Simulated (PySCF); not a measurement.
# C₆ coefficients of unlike pairs at UHF

Calculated with PySCF 2.14 from the dipole response of each species, C₆(A,B) = (3/π) ∫ α_A(iu) α_B(iu) du, in atomic units, from isotropic polarisabilities. For ions this is the dispersion term alone; charge-induced terms of lower order in 1/R come first.

| species | configuration | basis | relativity | α (bohr³) | C₆ (like pair) |
| --- | --- | --- | --- | --- | --- |
| O²⁺ | [He] 2s2 2p2 (3P) | aug-cc-pVTZ (5s4p3d2f) | none | 1.800 | 2.359 |
| Cl²⁺ | [Ne] 3s2 3p3 (4S) | aug-cc-pwCVTZ (8s7p5d3f) | none | 5.981 | 21.28 |
| Sb⁺ | [Kr] 4d10 5s2 5p2 (3P) | def2-TZVPPD with the def2 core potential (28 electrons) (7s5p4d2f) | core potential | 25.76 | 215.0 |
| Pd | [Kr] 4d10 (1S) | aug-cc-pwCVTZ-PP with ECP28MDF (8s8p7d4f3g) | core potential | 18.95 | 124.9 |

(1) Estimate C₆ for Sb⁺ with Cl²⁺.

No spin-orbit coupling is included.

The other pairs:

```csv
pair,C₆
"Cl²⁺, O²⁺",6.991
"Sb⁺, O²⁺",20.98
"Pd, Sb⁺",161.7
"Pd, O²⁺",16.71
"Pd, Cl²⁺",50.95
```

## Answers

(1) The integral gives 65.40. The combination rule 2 C_A C_B / (C_A α_B/α_A + C_B α_A/α_B) gives 64.63 and the geometric mean 67.64.
